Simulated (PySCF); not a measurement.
**Working out the excitation energy of In+**

In+ [Kr] 4d10 5s2 (1S) → In+ [Kr] 4d10 5s1 5p1 (3P). Calculation: PySCF 2.14, in x2c-TZVPPall (8s6p4d2f, 60 functions); the spin-free X2C one-electron Hamiltonian (Gaussian nucleus). Frozen: [Ar] 3d10. Energies in hartree (1 hartree = 27.21139 eV):

| part | In+ (lower) | In+ (upper) |
| --- | --- | --- |
| UHF | -5878.049441 | -5877.897493 |
| CCSD correlation | -0.347117 | -0.299410 |
| (T) | -0.008507 | -0.005664 |

Q: What does Hartree-Fock give?

A: (-5877.897493) − (-5878.049441) = 0.151948 hartree = 4.135 eV.

Q: What do CCSD and CCSD(T) give?

A: The CCSD correlation energies differ by 0.047707 hartree = 1.298 eV and the triples by 0.002843 hartree = 0.077 eV, so CCSD gives 5.433 eV and CCSD(T) 5.510 eV.

Measured between the centres of the two terms (NIST): 5.531 eV, so CCSD(T) (valence and next inner shell) is off by -0.021 eV.

What remains against the reference includes basis incompleteness, the frozen core and higher excitations.
